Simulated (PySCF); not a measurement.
Distorted geometries of [Ce(S2)]2+

[Ce(S2)]2+ (singlet). PySCF 2.14.0, RKS r2SCAN, Ce lcecp-2-SVP with ECP46, S def2-SVP; non-relativistic Hamiltonian with scalar-relativistic core potentials where named; density fitting; no spin-orbit coupling. Relaxed geometry:

```xyz
3

Ce    0.0000    0.0000   -0.5957
S     1.0596    0.0000    1.5994
S    -1.0596    0.0000    1.5994
```

Order these distorted geometries by energy above the relaxed one, lowest first.
A.
```xyz
3

Ce   -0.0005   -0.0715   -0.4874
S     1.0989    0.0449    1.6403
S    -1.0984    0.0266    1.4501
```
B.
```xyz
3

Ce   -0.0982    0.0268   -0.5549
S     1.1336    0.0256    1.5849
S    -1.0354   -0.0524    1.5730
```
C.
```xyz
3

Ce   -0.0282    0.0626   -0.6075
S     1.0629    0.0080    1.5850
S    -1.0347   -0.0706    1.6256
```

C (0.00 eV), B (0.13 eV), A (0.48 eV).

Which forces (eV/Å) act in the one that lies 0.13 eV up?


```
Ce   1.07  0.07 -1.49
S   -0.71 -0.02 -0.40
S   -0.36 -0.05  1.89
```
Forces carry noise of the integration grid, about 0.01 to 0.03 eV/Å.

No frequency check is given that shows the relaxed geometry to be a minimum.
